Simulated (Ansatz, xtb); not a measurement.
**Two isomers of CH4FNSi**

Structure X: `C=N[SiH2]F`, a singlet. Structure Y: `CN[Si]F`, a singlet. Both are isolated molecules in the gas phase, relaxed with PBE0-D3(BJ)/pcseg-1; the shapes shown needn't be the lowest conformers.

X (Å):

```yaml
atoms:
  - { symbol: C, position_ang: [-0.9706, -0.7115, -1.8358] }
  - { symbol: F, position_ang: [1.8759, 0.3811, -0.8740] }
  - { symbol: N, position_ang: [-0.7126, 0.5201, -1.9311] }
  - { symbol: Si, position_ang: [0.7284, 1.3705, -1.4921] }
  - { symbol: H, position_ang: [-1.9486, -1.0929, -2.1652] }
  - { symbol: H, position_ang: [-0.2704, -1.4647, -1.4347] }
  - { symbol: H, position_ang: [1.2810, 1.9934, -2.7187] }
  - { symbol: H, position_ang: [0.3728, 2.3595, -0.4465] }
```

Y (Å):

```yaml
atoms:
  - { symbol: C, position_ang: [-1.5376, 0.9727, 1.1155] }
  - { symbol: F, position_ang: [-0.1714, 2.0108, -2.4414] }
  - { symbol: N, position_ang: [-1.2244, 1.4485, -0.2147] }
  - { symbol: Si, position_ang: [0.2437, 1.1888, -1.0634] }
  - { symbol: H, position_ang: [-1.7400, 1.8008, 1.8074] }
  - { symbol: H, position_ang: [-0.6838, 0.4095, 1.5120] }
  - { symbol: H, position_ang: [-2.4068, 0.3019, 1.1141] }
  - { symbol: H, position_ang: [-1.9669, 1.9841, -0.6595] }
```

Quicker runs give these differences E(Y) − E(X): GFN2-xTB +7.4 kcal/mol; HF/STO-3G −20.5 kcal/mol (at GFN2-xTB geometries); r2SCAN-D4/def2-SVP −6.3 kcal/mol (at GFN2-xTB geometries).

Which of the two would you expect CCSD(T)/def2-TZVP electronic energies to favour?

Structure Y; the calculation gives E(Y) − E(X) = −2.3 kcal/mol.

How the difference moves with the method:

```
              level             geometry  E(Y) − E(X) (kcal/mol)  departure from the last row (kcal/mol)  job, with rough time for the two
           GFN2-xTB             GFN2-xTB                      +7.4                                    +9.7              optimisation, 0.35 s
          HF/STO-3G             GFN2-xTB                     −20.5                                   −18.1              single point, 0.54 s
 r2SCAN-D4/def2-SVP             GFN2-xTB                      −6.3                                    −3.9                 single point, 4 s
PBE0-D3(BJ)/pcseg-1  PBE0-D3(BJ)/pcseg-1                      −6.6                                    −4.2                optimisation, 49 s
       HF/def2-TZVP  PBE0-D3(BJ)/pcseg-1                      +3.8                                    +6.2           part of the CCSD(T) run
      MP2/def2-TZVP  PBE0-D3(BJ)/pcseg-1                      −1.8                                    +0.5           part of the CCSD(T) run
  CCSD(T)/def2-TZVP  PBE0-D3(BJ)/pcseg-1                      −2.3                                                        single point, 85 s
```

As drawn, Y has 1 C–N, 1 C–H, 1 N–H in place of 1 C=N, 2 Si–H.

GFN2-xTB, HF/def2-TZVP put the two in the other order. The largest departure from CCSD(T)/def2-TZVP is that of HF/STO-3G, 18.1 kcal/mol.

With harmonic frequencies from PBE0-D3(BJ)/pcseg-1 (ideal gas, rigid rotor, one conformer each, 298.15 K, 1 atm): on the last row, ΔE + ΔZPE = +1.7, ΔH = +1.7, ΔG = +1.6 kcal/mol. The zero-point term alone reverses the order. The free energy reverses the electronic order.

The correlated steps freeze 8 core orbitals. Codes used: Ansatz 0.2.0, xtb 6.7.1; the last row on 2 threads of Intel(R) Xeon(R) Processor @ 2.50GHz (Skylake/Cascade Lake) on a shared host.
